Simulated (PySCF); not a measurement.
**Worked example: entropy of an ideal gas**

Be(F)(Me) (CH₃BeF), SMILES [CH3][Be][F].

The structure is a stationary point at r2SCAN-D4/def2-TZVP.

r2SCAN-D4/def2-TZVP run with PySCF 2.14.0 gives the harmonic wavenumbers 253, 253, 607, 698, 698, 1221, 1386, 1446, 1446, 3025, 3101, 3101 cm⁻¹ and the rotational temperatures 7.7752, 0.2862, 0.2862 K. The molar mass is 43.05 g/mol, the symmetry number 3, the spin multiplicity 1.

**Question.** Work out the entropy at 298.15 K and 1 atm in the rigid-rotor, harmonic-oscillator model.

**Answer.** 
Translation (Sackur–Tetrode at 1 atm): S = R[1.5 ln M + 2.5 ln T − 1.16487] = 155.7 J/(mol K).
Rotation: q = (√π/σ) T^1.5/√(θA θB θC) = 3810, S = R[ln q + 3/2] = 81.0 J/(mol K).
Vibration: with u = 1.4388 ν/T, each mode gives R[u/(e^u − 1) − ln(1 − e^−u)]:
```csv
ν (cm⁻¹),modes,u,S (J/(mol K))
253,2,1.22,14.31
607,1,2.93,1.83
698,2,3.37,2.58
1221,1,5.89,0.16
1386,1,6.69,0.08
1446,2,6.98,0.12
```
The stiffer modes add less than 0.005 each. Sum 19.1 J/(mol K).
Spin: R ln 1 = 0.0 J/(mol K).
Total 255.8 J/(mol K); the program's own thermochemistry gives 255.8. Translation makes up 61 % and vibration 7 %. Anharmonicity, hindered rotation and orbital degeneracy are left out.
